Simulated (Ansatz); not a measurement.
The Cd1–F2 bond of CdF2 (SMILES [F][Cd][F]) is stretched (multiplicity 1, the rest rigid).
Geometry at rest (charge 0, multiplicity 1):
```xyz
3

Cd     0.000     0.000     0.000
F      0.000     0.000    -1.933
F      0.000     0.000     1.933
```

Cores are frozen in the correlated methods.

Run with Ansatz (a first-principles code). Values without a source in brackets are computed. In def2 rows elements past Kr take small-core potentials, without spin–orbit coupling.

FIC-MRCISD+Q on CASSCF(6,4)/def2-SVP, total energies (hartree):

| R (Å) | CASSCF | MRCISD | weight c² of the reference |
|---|---|---|---|
| 1.933 | -365.581449 | -366.146624 | 0.90649 |
| 3.384 | -365.468632 | -366.012886 | 0.90992 |
| 6.187 | -365.459927 | -366.001458 | 0.91016 |

Question: Add the Davidson correction (E_MRCISD − E_CASSCF)(1 − c²)/c² and give the energies above the first point at the three levels.

Answer: 
Corrections (hartree): -0.058304, -0.053881, -0.053452. Above the first point (kcal/mol):
- R = 3.384 Å: CASSCF 70.8, MRCISD 83.9, with the correction 86.7
- R = 6.187 Å: CASSCF 76.3, MRCISD 91.1, with the correction 94.1

Doubts at one or more of the structures used: active orbitals that take no part (FIC-MRCISD+Q on CASSCF(6,4)/def2-SVP).
